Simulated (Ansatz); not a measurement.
Program: Ansatz. Geometries: PBE0-D4/def2-TZVP. ΔE: electronic, gas phase. CCSD(T)/CBS adds triple-zeta CCSD(T) − MP2 to the extrapolated MP2 energy (def2 sets, frozen cores). This one scheme is used for every species. DFT in def2-TZVPP. B3LYP here is the variant with VWN-RPA as its local correlation; programs differ in this. def2 core potentials past Kr. For Sn outer-core shells are correlated without core-valence functions, which leaves a few kJ/mol of doubt a bond. One conformer a species, not always the lowest.

Consider the ligand exchange at the Sn–Cl bond: `[SiH3][CH2][SnH2][Cl]` + H₂S → `[SiH3][CH2][SnH2][SH]` + HCl.

(1) Is it downhill or uphill in electronic energy at CCSD(T)/CBS, and by how much? (An estimate is asked.)

(2) What do these levels give: r2SCAN, PBE0, B3LYP, CCSD/def2-TZVPP, CCSD(T)/def2-TZVPP, MP2/def2-QZVPP? (An estimate is asked.)

Largest T1 diagnostic among the species: 0.012.

Results:

(1) Computed: Uphill: ΔE = +0.34 eV.

(2) Ansatz gave: r2SCAN 0.36, PBE0 0.35, B3LYP 0.41, CCSD/def2-TZVPP 0.35, CCSD(T)/def2-TZVPP 0.32, MP2/def2-QZVPP 0.32 eV.

In def2-TZVPP, CCSD(T) changes the Hartree–Fock value by −0.18 eV (the triples alone add −0.03 eV) and MP2 by −0.20 eV. The D4 term adds −0.04 eV with B3LYP and −0.02 eV with PBE0; it sums over pairs of atoms, weighted by their polarisabilities, and B3LYP, whose exchange is more repulsive, gets the larger term.
